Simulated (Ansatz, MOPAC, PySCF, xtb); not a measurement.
The molecule AsP, closed-shell singlet (the spin of the measured ground state). No spin–orbit coupling. As is treated without relativity.

The constants come from a fifth-degree fit in 1/R (seven points, main isotopes). In def2 and cc sets the state is the lowest found near the PBE0 minimum, followed along R. The singlet is held restricted. HF and MP2 rows in def2 and cc sets belong to the determinant that coupled cluster picked by its CCSD energy.

Codes used: Ansatz (Gaussian basis) for Hartree–Fock, density functionals and correlated methods; MOPAC for PM7 (differences of heats of formation); PySCF for 3-21G rows, LANL2DZ rows; xtb for the GFN methods. Each number belongs to the level named beside it.

| level | r_e (Å) | ω_e (cm⁻¹) | B_e (cm⁻¹) | α_e (cm⁻¹) | D_e (eV) | dipole (D) |
|---|---|---|---|---|---|---|
| PM7 | 1.985 | 657 | 0.195 | 0.00045 | - | - |
| GFN1-xTB | 2.008 | 718 | 0.191 | 0.00094 | - | - |
| GFN2-xTB | 2.019 | 700 | 0.189 | 0.0010 | - | - |
| HF/3-21G | 2.027 | 628 | 0.187 | 0.00062 | - | 1.03 |
| HF/def2-TZVPP | 1.958 | 716 | 0.201 | 0.00058 | - | - |
| HF/def2-QZVPP | 1.957 | 714 | 0.201 | 0.00058 | - | - |
| SVWN5/def2-TZVPP | 1.994 | 624 | 0.193 | 0.00071 | 5.70 | 0.38 |
| PBE/def2-TZVPP | 2.014 | 609 | 0.190 | 0.00070 | 4.71 | 0.48 |
| r2SCAN/def2-TZVPP | 1.996 | 636 | 0.193 | 0.00069 | 4.34 | 0.41 |
| B97M-V/def2-TZVPP | 1.989 | 646 | 0.194 | 0.00068 | 4.61 | 0.59 |
| B3LYP/LANL2DZ | 2.095 | 552 | 0.175 | 0.00061 | - | 0.62 |
| B3LYP/def2-TZVPP | 1.999 | 630 | 0.192 | 0.00069 | 4.45 | 0.44 |
| PBE0/def2-TZVPP | 1.988 | 651 | 0.195 | 0.00066 | 4.22 | 0.47 |
| BHLYP/def2-TZVPP | 1.973 | 674 | 0.198 | 0.00064 | 3.87 | 0.44 |
| CAM-B3LYP/def2-TZVPP | 1.974 | 669 | 0.197 | 0.00064 | 4.22 | 0.43 |
| wB97X-V/def2-TZVPP | 1.966 | 690 | 0.199 | 0.00061 | 4.49 | 0.47 |
| wB97M-V/def2-TZVPP | 1.973 | 678 | 0.198 | 0.00062 | 4.38 | 0.39 |
| B2PLYP/def2-TZVPP | 2.014 | 597 | 0.190 | 0.00081 | 4.45 | - |
| MP2/def2-TZVPP | 2.027 | 570 | 0.187 | 0.00092 | - | - |
| MP2/def2-QZVPP | 2.015 | 578 | 0.189 | 0.00092 | - | - |
| MP2/CBS(def2-TZVPP, def2-QZVPP) | 2.008 | 586 | 0.191 | 0.00091 | - | - |
| SCS-MP2/def2-TZVPP | 2.023 | 580 | 0.188 | 0.00088 | - | - |
| SCS-MP2/def2-QZVPP | 2.013 | 587 | 0.190 | 0.00088 | - | - |
| CCSD/def2-TZVPP | 1.999 | 637 | 0.193 | 0.00069 | 3.65 | - |
| CCSD/def2-QZVPP | 1.988 | 645 | 0.195 | 0.00069 | 3.86 | - |
| CCSD(T)/def2-TZVPP | 2.017 | 605 | 0.189 | 0.00075 | 4.05 | - |
| CCSD(T)/def2-QZVPP | 2.005 | 613 | 0.191 | 0.00075 | 4.30 | - |
| CCSD(T)/CBS(def2-TZVPP, def2-QZVPP) | 1.999 | 620 | 0.193 | 0.00075 | 4.47 | - |

D_e counts from each atom's lowest state at the same level, without counterpoise or zero-point energy.

Correlated levels freeze the inner cores; with def2 sets outer-core shells near the valence are correlated too. CBS: X⁻³ extrapolation of the correlation energy, Hartree–Fock from the larger set. Rows in 3-21G, LANL2DZ carry no dispersion term and start afresh at each structure; the Pople sets are all-electron and without relativity. LANL2DZ brings its own core potentials from Na on. The state that PM7 reach isn't checked; PM7 holds dispersion and hydrogen-bond terms.

Doubts at one or more of the structures used: a restricted determinant that unrestricted orbitals would lower (HF/def2-TZVPP, HF/def2-QZVPP, MP2/def2-TZVPP, MP2/def2-QZVPP, MP2/CBS(def2-TZVPP, def2-QZVPP), SCS-MP2/def2-TZVPP, SCS-MP2/def2-QZVPP, CCSD/def2-TZVPP, CCSD/def2-QZVPP, CCSD(T)/def2-TZVPP, CCSD(T)/def2-QZVPP, CCSD(T)/CBS(def2-TZVPP, def2-QZVPP)).

Measured for the ground state: r_e 1.999 Å, ω_e 604.02 cm-1, ω_e x_e 1.98 cm-1, B_e 0.1925 cm-1, α_e 0.0008 cm-1 [Huber and Herzberg (1979), NIST Chemistry WebBook]. D_0 4.454 ± 0.13 eV (a handbook's tabulated 298 K bond energy less 3RT/2; such tables hold older values) [Luo, bond dissociation energies, CRC Handbook].

Ansatz is a program for electronic structure.
